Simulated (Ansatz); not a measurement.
Species: methoxyboronic acid, CH5BO3 (charge 0, singlet). SMILES: COB(O)O
Structure (B3LYP-D3(BJ)/def2-TZVP (Ansatz, an electronic-structure program) minimum search):
```
O
B 1 1.3631
O 2 1.3697 1 120.59
H 3 0.9619 2 112.38 1 180.00
O 2 1.3725 1 119.71 3 180.00
H 5 0.9621 2 112.39 1 0.00
C 1 1.4244 2 120.74 3 0.00
H 7 1.0886 1 107.35 2 180.00
H 7 1.0915 8 109.39 1 -120.52
H 7 1.0915 8 109.39 9 -118.96
```
Charge 0, spin multiplicity 1.

Atomisation energy built up term by term with Ansatz (kcal/mol; UHF references for open shells; valence terms freeze the core; atomic spin-orbit terms are left out). Basis-set limits of correlation are two-point, X^-3; Hartree-Fock from the larger set.

| term | basis | kcal/mol |
|---|---|---|
| Hartree-Fock | aug-cc-pVQZ | 738.29 |
| CCSD correlation | CBS(aug-cc-pVTZ,aug-cc-pVQZ) | 259.67 |
| (T) | CBS(aug-cc-pVTZ,aug-cc-pVQZ) | 17.14 |
| core correlation | cc-pwCVTZ | 3.72 |
| scalar relativity (X2C) | cc-pVTZ-DK against cc-pVTZ | -1.15 |
| sum: De |  | 1017.7 |

(T) makes 1.7 % of the CCSD(T) atomisation energy; under 5 % is typical of single-reference molecules.
